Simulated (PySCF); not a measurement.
**Bond length, frequency and bond energy of TeN⁺ by level of theory**

State: ¹Σ⁺ (singlet), closed shell. Set-up: Te def2-SVP with ECP28, N def2-SVP; scalar-relativistic core potentials (PySCF 2.14). De refers to Te⁺ + N in their high-spin ground configurations, without counterpoise correction. A positive dipole points towards N; it is taken about the centre of mass and depends on that origin. Levels whose curve was spin-contaminated or gave no clean fit are not listed.

| Level | Re (Å) | ωe (cm⁻¹) | De (eV) | μ (D) |
| --- | --- | --- | --- | --- |
| RHF | 1.739 | 1154 | -2.68 | -2.78 |
| RHF-CCSD | 1.813 | 920 | 1.66 | n/a |
| RHF-CCSD(T) | 1.842 | 829 | 2.24 | n/a |
| PBE | 1.817 | 926 | 3.71 | -2.01 |
| B3LYP | 1.797 | 976 | 2.92 | -2.19 |
| M06 | 1.787 | 1002 | 2.99 | -2.73 |

**Question.** Which functional lies closest to RHF-CCSD(T) in De, which farthest, and by how much do they differ from it?

**Answer.** Closest is B3LYP (-4.5 pm in Re, +17.7 % in ωe, +0.68 eV in De against RHF-CCSD(T) in the same basis), farthest PBE (-2.5 pm in Re, +11.7 % in ωe, +1.47 eV in De). CCSD(T) converges more slowly with the basis than the functionals do and binds too weakly in this one, so the order can change at the basis-set limit.

**Question.** What does the triples do here, going from RHF-CCSD to RHF-CCSD(T)?

**Answer.** RHF-CCSD(T) less RHF-CCSD: +2.9 pm in Re, -9.9 % in ωe, +0.58 eV in De. Correlation nearly always deepens the well. The bond lengthens, as in strong covalent bonds, where excitations into antibonding orbitals dominate.

Correlated steps freeze 5 core orbitals. Correlated levels converge slowly with the basis: in double zeta they bind strong bonds too weakly, by up to about 1 eV, and carry superposition errors of some tenths. These are scalar-relativistic numbers at best; spin–orbit coupling would shift them, the dissociation energy most. For an ion De counts to the pair picked by the measured ionisation energies or electron affinities, which need not be the lowest pair at this level. Where the molecule has an RHF reference, its open-shell atoms are computed with UHF. The CCSD T1 diagnostic is raised, a sign that a single reference may not be enough here. A negative De means that the minimum lies above the separated atoms at that level.

The whole job (state search and all levels along the bond) took about 1.7 min on 1 thread of Arm Neoverse V1 (shared host), peak memory 0.49 GiB.
